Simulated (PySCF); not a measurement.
**Optical rotation: `C[B@H-]([PH3+])[C@@H](C)C=O`, C4H12BOP**

Molfile (atoms numbered from 1):
```
C4H12BOP
     RDKit          3D

 19 18  0  0  0  0  0  0  0  0999 V2000
    1.0112    1.4265   -0.2077 C   0  0  0  0  0  0  0  0  0  0  0  0
    0.6824    0.0126    0.5252 B   0  0  2  0  0  0  0  0  0  0  0  0
    1.6140   -1.2738   -0.6187 P   0  0  0  0  0  0  0  0  0  0  0  0
   -0.9400   -0.3852    0.5601 C   0  0  1  0  0  0  0  0  0  0  0  0
   -1.8032    0.7568    1.0888 C   0  0  0  0  0  0  0  0  0  0  0  0
   -1.2807   -0.7579   -0.8208 C   0  0  0  0  0  0  0  0  0  0  0  0
   -1.8316   -0.1053   -1.6663 O   0  0  0  0  0  0  0  0  0  0  0  0
    0.7118    2.2721    0.4063 H   0  0  0  0  0  0  0  0  0  0  0  0
    0.4911    1.5254   -1.1603 H   0  0  0  0  0  0  0  0  0  0  0  0
    2.0786    1.5508   -0.4065 H   0  0  0  0  0  0  0  0  0  0  0  0
    1.1777   -0.1245    1.6009 H   0  0  0  0  0  0  0  0  0  0  0  0
    2.9909   -1.1278   -0.5696 H   0  0  0  0  0  0  0  0  0  0  0  0
    1.4831   -1.1777   -1.9888 H   0  0  0  0  0  0  0  0  0  0  0  0
    1.5810   -2.6536   -0.5018 H   0  0  0  0  0  0  0  0  0  0  0  0
   -1.0515   -1.2686    1.1963 H   0  0  0  0  0  0  0  0  0  0  0  0
   -2.8350    0.4323    1.2159 H   0  0  0  0  0  0  0  0  0  0  0  0
   -1.7919    1.5822    0.3832 H   0  0  0  0  0  0  0  0  0  0  0  0
   -1.4255    1.1067    2.0459 H   0  0  0  0  0  0  0  0  0  0  0  0
   -0.8725   -1.7817   -1.0896 H   0  0  0  0  0  0  0  0  0  0  0  0
  1  2  1  0
  2  3  1  0
  2  4  1  0
  4  5  1  0
  4  6  1  0
  6  7  2  0
  1  8  1  0
  1  9  1  0
  1 10  1  0
  2 11  1  1
  3 12  1  0
  3 13  1  0
  3 14  1  0
  4 15  1  1
  5 16  1  0
  5 17  1  0
  5 18  1  0
  6 19  1  0
M  CHG  2   2  -1   3   1
M  END
```

Theory: TDDFT B3LYP/def2-SVPD circular dichroism and optical rotation, one conformer, gas phase in PySCF. Geometry: GFN2-xTB.

The molecule is flexible and this is one conformer; a measurement averages over conformers. States above about 6.8 eV (minus the energy of the highest occupied orbital) lie near or above the ionisation threshold and depend on the basis.

Stereocentres: B2 S, C4 S.

(1) Give the optical rotatory dispersion at 633, 589.3, 546, 436, 405, 365, 355 nm.

(2) And for the mirror image at 589.3 nm?

(3) What is the molar rotation [Φ] = [α]·M/100 of the geometry above at 589.3 nm?

Results:

(1) [α] in deg dm⁻¹ (g/mL)⁻¹:
| λ (nm) | origin-invariant length gauge | modified velocity gauge | length gauge (centre of mass) | isotropic polarisability (au) |
| --- | --- | --- | --- | --- |
| 633 | -132.5 | -139.4 | -131.9 | 97.9 |
| 589.3 | -158.4 | -166.5 | -157.7 | 98.4 |
| 546 | -193.3 | -202.6 | -192.4 | 98.9 |
| 436 | -375.1 | -389.1 | -373.2 | 101.1 |
| 405 | -486.0 | -501.2 | -483.5 | 102.1 |
| 365 | -749.9 | -764.3 | -746.0 | 103.9 |
| 355 | -860.0 | -872.9 | -855.5 | 104.5 |

(2) +158.4 deg dm⁻¹ (g/mL)⁻¹ (origin-invariant length gauge): the same size and the opposite sign.

(3) With M = 117.92 g/mol, -186.8 deg cm² dmol⁻¹ (origin-invariant length gauge).

The first excitation lies at 4.40 eV (281 nm) with R = -5.5 × 10⁻⁴⁰ esu² cm² (velocity form).
